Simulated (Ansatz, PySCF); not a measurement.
Energy difference 2 R1 → 3 P1, each structure at its B3LYP-D3(BJ)/def2-TZVP stationary point, reached from a drawn start (curvature not checked).
R1: O3 (SMILES O=[O+][O-]), charge 0, multiplicity 1.
P1: O2 (SMILES O=O), charge 0, multiplicity 3.

```csv
level,reaction energy (kcal/mol)
HF/cc-pVQZ,-209.38
SVWN5/def2-TZVPP,-41.14
BLYP/def2-TZVPP,-68.74
r2SCAN/def2-TZVPP,-86.12
BHLYP/def2-TZVPP,-128.05
BHLYP-D3(BJ)/def2-TZVPP,-127.52
BHLYP-D4/def2-TZVPP,-127.54
M06-2X/def2-TZVPP,-104.59
wB97X-V/def2-TZVPP,-98.22
MP2/cc-pVDZ,-75.98
SCS-MP2/cc-pVTZ,-48.16
CCSD/cc-pVDZ,-109.77
CCSD/cc-pVQZ,-98.16
"CCSD(T)/CBS(cc-pVTZ, cc-pVQZ)",-71.61
```

P less R. No zero-point or thermal terms; singlets are restricted closed shells; open shells are unrestricted; no spin–orbit coupling.

Correlated levels freeze the cores. CBS(a, b) extrapolates the correlation energy as X⁻³ and adds the Hartree–Fock energy of set b.

Doubts at one or more of the structures used: other coupled-cluster roots may lie near (CCSD/cc-pVDZ, CCSD/cc-pVQZ, CCSD(T)/CBS(cc-pVTZ, cc-pVQZ)).

Programs: Ansatz (a first-principles code); PySCF for M06-2X and the D3/D4 terms. All values are computed, each at the level named.
